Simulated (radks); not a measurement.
Bi60+, configuration [Ar] 3d5.

Method: scalar-relativistic Kohn-Sham, BLYP, spin-polarised, spherical densities, finite nucleus; open shells are filled with parallel spins first (spin-orbit coupling, left out, can overturn this in heavy ions); Fermi nuclear charge, rms radius 5.5211 fm; computed with a radial shooting solver on a logarithmic mesh with Libxc functionals.

Energy parts (hartree):
| part | energy |
|---|---|
| total | -18014.9210 |
| kinetic | 20821.7624 |
| electron-nucleus | -40978.7341 |
| Hartree | 2383.9074 |
| exchange-correlation | -241.8566 |

Orbitals (lengths in bohr, moments of r in powers of bohr; r(90%) holds 90 % of the orbital's charge):
| orbital | occ. | eigenvalue (hartree) | <r^2> | <r> | <1/r> | r(90%) |
|---|---|---|---|---|---|---|
| 1s up | 1 | -3484.193 | 0.0003462 | 0.01579 | 103.2 | 0.0290 |
| 1s down | 1 | -3484.178 | 0.0003462 | 0.01579 | 103.2 | 0.0290 |
| 2s up | 1 | -749.1060 | 0.005194 | 0.06619 | 24.37 | 0.103 |
| 2s down | 1 | -748.0889 | 0.005184 | 0.06613 | 24.40 | 0.103 |
| 2p up | 3 | -663.2773 | 0.004427 | 0.06019 | 21.32 | 0.0981 |
| 2p down | 3 | -662.4416 | 0.004416 | 0.06012 | 21.34 | 0.0980 |
| 3s up | 1 | -280.6494 | 0.03091 | 0.1645 | 9.462 | 0.240 |
| 3s down | 1 | -279.4483 | 0.03102 | 0.1648 | 9.433 | 0.241 |
| 3p up | 3 | -255.7704 | 0.03134 | 0.1646 | 8.588 | 0.245 |
| 3p down | 3 | -254.5745 | 0.03147 | 0.1650 | 8.561 | 0.245 |
| 3d up | 5 | -233.8411 | 0.02500 | 0.1470 | 8.055 | 0.225 |
| 3d down | 0 | -232.3372 | 0.02516 | 0.1474 | 8.038 | 0.226 |

The highest occupied level is 3d up at -6363.1 eV. Spin moment in Bohr magnetons: 5. The density falls to 0.001 e/bohr^3 at r = 0.54 bohr. Summed over all electrons, <r^2> = 0.4130 bohr^2, which gives a Langevin (diamagnetic) susceptibility term of -0.327 x 10^-6 cm^3/mol. For comparison, the ionisation energy in NIST's Atomic Spectra Database is 6358 eV (theoretical). In exact Kohn-Sham theory the highest level is minus the ionisation energy, but local and semilocal functionals leave it too shallow, through self-interaction and a potential that decays too fast; potentials with the right tail come closer. The electron density at the nucleus is 3.199e+06 e/bohr^3 (large components only). The spin density at the nucleus is -168.3 e/bohr^3 (1s -26.2, 2s -458.0, 3s 315.9).
